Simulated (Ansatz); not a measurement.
Relaxation of C2H6NOSb (11 atoms, charge 0, multiplicity 1), to a largest force component of 0.02 eV/Å in at most 50 steps.

All numbers below come from RKS revPBE/def2-SVP (Ansatz).

```xyz
11
Properties=species:S:1:pos:R:3:forces:R:3
C -1.451 1.100 -0.252 -1.70 2.72 -0.81
Sb 0.659 1.275 -0.306 0.18 5.23 -1.13
N 0.815 -0.691 -0.871 2.25 -3.29 -0.04
C 1.000 -1.089 0.551 -1.84 0.35 2.63
O 0.836 0.088 1.292 -0.08 -1.23 1.26
H -1.897 1.317 -1.288 0.48 -0.30 0.93
H -1.786 0.148 0.108 -0.33 -1.08 0.58
H -1.864 1.944 0.405 0.24 -0.92 -0.40
H 1.803 -0.769 -1.238 -1.74 -0.66 -1.12
H 1.888 -1.616 0.798 1.69 -0.97 -0.35
H 0.014 -1.324 -1.069 0.84 0.17 -1.57
```

Question: Where does it end, and by what steps?

Answer: The run converged. The force dipped under the threshold on the way, but the program's further checks kept it going. After 35 steps the energy has fallen by 4.300 eV; H9 moved furthest, 1.65 Å. Parted: Sb2–N3 (2.05 → 3.26 Å).

| step | energy less start (eV) | largest force component (eV/Å) | accepted |
| --- | --- | --- | --- |
| 0 | 0.0000 | 5.227 | yes |
| 2 | -1.8792 | 2.658 | yes |
| 4 | -2.4077 | 0.960 | yes |
| 6 | -2.8202 | 1.734 | yes |
| 8 | -3.1390 | 0.825 | yes |
| 10 | -3.4329 | 0.615 | yes |
| 12 | -3.7575 | 1.347 | yes |
| 14 | -4.1128 | 0.725 | yes |
| 16 | -4.2268 | 0.651 | yes |
| 18 | -4.2629 | 0.482 | yes |
| 20 | -4.2775 | 0.161 | yes |
| 22 | -4.2830 | 0.386 | no |
| 24 | -4.2880 | 0.101 | yes |
| 26 | -4.2897 | 0.347 | no |
| 28 | -4.2945 | 0.026 | yes |
| 30 | -4.2970 | 0.186 | yes |
| 32 | -4.2995 | 0.015 | yes |
| 34 | -4.3000 | 0.027 | yes |
| 35 | -4.3000 | 0.017 | yes |

```xyz
11
Properties=species:S:1:pos:R:3
C -1.911 1.397 -0.086
Sb 0.064 1.481 -1.088
N 1.541 -1.414 -0.795
C 1.461 -0.859 0.420
O 0.949 0.273 0.652
H -2.591 2.026 -0.700
H -2.324 0.371 -0.040
H -1.853 1.837 0.929
H 1.833 -2.387 -0.905
H 1.874 -1.438 1.278
H 0.975 -0.904 -1.534
```

Whether the end is a true minimum wasn't checked by a vibrational analysis.

The run took 63 s on 2 threads of AMD EPYC 9R14 (Zen 4) (shared host), peak memory 0.25 GiB.
